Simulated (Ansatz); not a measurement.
Total energies of Zn3H12Se3, a cluster cut from zinc blende ZnSe (hydrogen-capped) from Ansatz at PBE-D4/def2-SVP, gas phase (1 Eh = 27.2114 eV = 2625.5 kJ/mol). The reference geometry is relaxed at PBE0-D4/def2-SVP.

Cartesian coordinates in Å:
```
Zn 2.845 -1.792 -0.211
Zn -2.127 0.096 -2.611
Zn -0.646 1.814 2.765
Se 1.436 -0.065 1.764
Se -1.919 1.216 0.140
Se 0.443 -1.216 -1.873
H 2.313 -3.147 0.363
H 3.700 -0.628 -0.812
H -3.032 -1.116 -2.210
H -1.454 1.326 -3.307
H -1.447 0.740 3.574
H 0.090 3.100 2.259
H 1.524 -0.948 2.936
H 2.605 0.720 2.183
H -3.265 0.868 0.617
H -2.317 2.592 -0.186
H 0.100 -2.593 -2.255
H 1.150 -0.969 -3.137
```

```tsv
state	geometry	energy (Eh)
charge 0 singlet	reference	-12546.36583
charge -1 doublet	reference	-12546.36185
free Zn atom (singlet)	–	-1778.85404
free Se atom (triplet)	–	-2400.83018
free H atom (doublet)	–	-0.49863
```

Q: Work out the vertical electron affinity, to the doublet.

A: E(charge 0 singlet) − E(charge -1 doublet) = -12546.36583 − (-12546.36185) = -0.00398 Eh = -0.11 eV; negative, so the extra electron isn't bound. The basis lacks diffuse functions, which makes affinities too small.

Q: What is the binding energy per atom against free atoms?

A: Atoms: 3 × (-1778.85404) + 3 × (-2400.83018) + 12 × (-0.49863) = -12545.03622 Eh. Binding: -12545.03622 − (-12546.36583) = 1.32961 Eh = 36.18 eV, or 2.01 eV for each of 18 atoms (no zero-point energy, no counterpoise term).

At PBE-D4/def2-SVP the highest occupied level of the charge -1 doublet lies above zero (up to 2.08 eV). By energy differences it is unbound by 0.11 eV (vertical, to the charge 0 singlet, at PBE-D4/def2-SVP) and held by the finite basis.
